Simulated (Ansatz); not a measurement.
Calculated with Ansatz (gas phase, PBE0-D4/def2-TZVP geometries, no zero-point term in ΔE). CBS: MP2 limit from def2 TZ/QZ plus the TZ coupled-cluster correction, frozen cores. This one scheme is used for every species. DFT in def2-TZVPP. B3LYP here is the variant with VWN-RPA as its local correlation; programs differ in this. HSE06 is defined as in plane-wave codes. def2 core potentials past Kr. For Br, Sn outer-core shells are correlated without core-valence functions, which leaves a few kJ/mol of doubt a bond. Scalar relativity is left out up to krypton. Each species was taken in one conformer, which may not be the lowest.

Reaction (formal exchange of groups at the Sn–N bond): `[NH2][Sn][Br]` + CH₄ → `[CH3][Sn][Br]` + NH₃

`[NH2][Sn][Br]`:

Z-matrix (Å, degrees):
```
N
Sn 1 2.005
H 1 1.009 2 124.4
H 1 1.009 2 123.5 3 179.9
Br 2 2.543 1 93.7 3 180.0
```

CH₄:

Z-matrix (Å, degrees):
```
C
H 1 1.090
H 1 1.090 2 109.5
H 1 1.090 2 109.5 3 -120.0
H 1 1.090 2 109.5 3 120.0
```

`[CH3][Sn][Br]`:

Cartesian coordinates in Å:
```
C -0.612 0.368 0.009
Sn 1.553 0.602 -0.071
Br 2.009 -1.893 -0.006
H -0.882 -0.190 0.910
H -0.942 -0.218 -0.853
H -1.125 1.332 0.011
```

NH₃:

Cartesian coordinates in Å:
```
N 0.030 -0.234 -0.155
H -0.867 -0.206 0.316
H 0.743 -0.163 0.561
H 0.094 0.602 -0.722
```

```csv
level,ΔE (kJ/mol),difference from CCSD(T)/CBS
B3LYP-D4,84.5,5.7
HSE06-D4,77.4,-1.4
ωB97X-V,81.4,2.6
B2PLYP,85.0,6.2
PBE-QIDH,78.0,-0.8
BLYP,88.4,9.6
r2SCAN,86.1,7.3
HSE06,77.8,-1.0
HF/CBS(def2),78.7,-0.1
CCSD/CBS(def2),77.3,-1.5
CCSD(T)/CBS,78.8,0
```

Largest T1 diagnostic among the species: 0.014.

From r2SCAN to r2SCAN0 (25 % exact exchange), in def2-TZVPP and without D4, ΔE moves by −4.9 kJ/mol. Leaving LDA and LC-ωPBE aside and taking each functional with its dispersion term where it has one, the values, not all of them listed here, spread over 10.5 kJ/mol, from HSE06-D4 to BLYP-D4.
